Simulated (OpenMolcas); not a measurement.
## Sm3+: moving the ligands

Sm3+ with its 6 nearest fluoride ions at 2.236 Å, on the Y site of Cs2NaYF6 (a = 9.075 Å, distance in the model lattice 2.178 Å). The rest of the host is ab initio model potentials to 7.6 Å, with orthogonalisation functions on the cations behind the ligands, and point charges beyond; the distance is set by hand and nothing relaxes. Ligand basis ANO-RCC-VDZP.
```
Sm    0.0000    0.0000    0.0000
F     2.2360    0.0000    0.0000
F     0.0000    2.2360    0.0000
F    -2.2360    0.0000    0.0000
F     0.0000   -2.2360    0.0000
F     0.0000    0.0000    2.2360
F     0.0000    0.0000   -2.2360
```

```
Program             : OpenMolcas
Method              : CASSCF
Basis               : ANO-RCC-VDZP [7s6p4d2f1g]
Scalar Hamiltonian  : DKH2, point nucleus
Active space        : 5 electrons in 7 orbitals (4f)
State averaging     : 2S+1 = 6 odd, 21 roots; 2S+1 = 4 odd, 128 roots kept (CI in the orbitals of an earlier block, 108 in the spin-orbit step); 2S+1 = 2 odd, 130 roots kept (CI in the orbitals of an earlier block, 41 in the spin-orbit step)
Spin-orbit coupling : state interaction with AMFI integrals over the reference wave functions
```

Runs around this geometry, states (labels of O, the rotations of Oh). Energies in cm-1 above the lowest state or level, χT in cm3 K/mol; under a threefold ground state the first gap can be a small split of the lowest multiplet, not the spin-orbit step.

```csv
R (Å),Ground state,First state of that spin,First gap with spin-orbit (degeneracies),Width of lowest J,χT at 300 K
2.178,6T1,6E 321.1,"253.4 (2, 4)",253,0.305
2.236,6T1,6E 255.8,"223.0 (2, 4)",223,0.304
2.268,6T1,6E 227.2,"207.9 (2, 4)",208,0.304
```

Taking the width of the lowest J multiplet as R^-n, n = -ln(208 / 253) / ln(2.268 / 2.178) = 4.8 between the shortest and longest distance.

High states are left out of the spin-orbit mixing, which shifts the levels that they would mix with. Without dynamic correlation the ligand-field splitting of an f shell can come out too small, at times by half. A group larger than the point group allows holds several states that coincide in this model. No measured value stands beside these numbers; the geometry was set by hand and not optimised.
